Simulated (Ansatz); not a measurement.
`[Br][Sn][Br]` + `C[Si](N)(O)Cl` → `[Cl][Sn][Br]` + `C[Si](N)(O)Br`  (redistribution)

Program: Ansatz. Geometries: PBE0-D4/def2-TZVP. ΔE: electronic, gas phase. CBS: MP2 limit from def2 TZ/QZ plus the TZ coupled-cluster correction, frozen cores. DFT in def2-TZVPP. B3LYP here is the variant with VWN-RPA as its local correlation; programs differ in this. def2 core potentials past Kr. For Br, Sn outer-core shells are correlated without core-valence functions, which leaves a few kJ/mol of doubt a bond. Scalar relativity is left out up to krypton. One conformer a species, not always the lowest.

`[Br][Sn][Br]`:

```xyz
3

Br    1.115   -0.361    1.614
Sn   -0.173    1.074   -0.007
Br   -0.942   -0.712   -1.607
```

`C[Si](N)(O)Cl`:

Cartesian coordinates in Å:
```
C -0.450 1.205 0.766
Si -0.064 -0.407 -0.051
N 1.350 -0.269 -0.973
O -1.223 -0.951 -1.072
Cl 0.045 -1.833 1.470
H 0.378 1.529 1.402
H -1.338 1.115 1.395
H -0.631 1.975 0.012
H 1.617 -1.002 -1.609
H 2.149 0.234 -0.624
H -1.834 -1.597 -0.715
```

`[Cl][Sn][Br]`:

Z-matrix (Å, degrees):
```
Sn
Cl 1 2.363
Br 1 2.518 2 98.8
```

`C[Si](N)(O)Br`:

Cartesian coordinates in Å:
```
C -1.392 0.467 0.317
Si 0.281 -0.280 0.074
N 1.229 0.721 -0.910
O 0.280 -1.755 -0.635
Br 1.137 -0.622 2.141
H -1.315 1.460 0.765
H -1.997 -0.153 0.981
H -1.904 0.555 -0.645
H 2.116 0.395 -1.257
H 1.223 1.720 -0.785
H 0.342 -2.509 -0.047
```

(1) Is it downhill or uphill in electronic energy at CCSD(T)/CBS, and by how much? (An estimate is asked.)

(2) What do these levels give: B3LYP-D4, ωB97X-V, ωB97M-V, B3LYP, CCSD(T)/def2-TZVPP, CCSD/CBS(def2)? (Estimate.)

Largest T1 diagnostic among the species: 0.012.

## Answers

(1) Ansatz gave: Uphill: ΔE = +4.2 kcal/mol.

(2) The calculation gave: B3LYP-D4 4.5, ωB97X-V 4.1, ωB97M-V 4.1, B3LYP 4.7, CCSD(T)/def2-TZVPP 4.2, CCSD/CBS(def2) 4.3 kcal/mol.

In def2-TZVPP, CCSD(T) changes the Hartree–Fock value by −0.9 kcal/mol (the triples alone add −0.1 kcal/mol) and MP2 by −0.9 kcal/mol.
